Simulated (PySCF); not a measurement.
**Working out the excitation energy of Mg**

Mg [Ne] 3s2 (1S) → Mg [Ne] 3s1 4s1 (3S). Calculation: PySCF 2.14, in aug-cc-pCVDZ (6s5p3d, 36 functions); no relativity, point nucleus. Frozen: [Ne]. Energies in hartree (1 hartree = 27.21139 eV):

| part | Mg (lower) | Mg (upper) |
| --- | --- | --- |
| UHF | -199.608341 | -199.452430 |
| CCSD correlation | -0.033016 | -0.004199 |
| (T) | 0.000000 | 0.000000 |

Problem. What does Hartree-Fock give?

Solution. (-199.452430) − (-199.608341) = 0.155911 hartree = 4.243 eV.

Problem. What do CCSD and CCSD(T) give?

Solution. The CCSD correlation energies differ by 0.028817 hartree = 0.784 eV and the triples by 0.000000 hartree = 0.000 eV, so CCSD gives 5.027 eV and CCSD(T) 5.027 eV.

Measured between the centres of the two terms (NIST): 5.108 eV, so CCSD(T) (valence) is off by -0.081 eV.

A double-zeta basis recovers only part of the correlation energy.

What remains against the reference includes basis incompleteness, the frozen core and higher excitations.
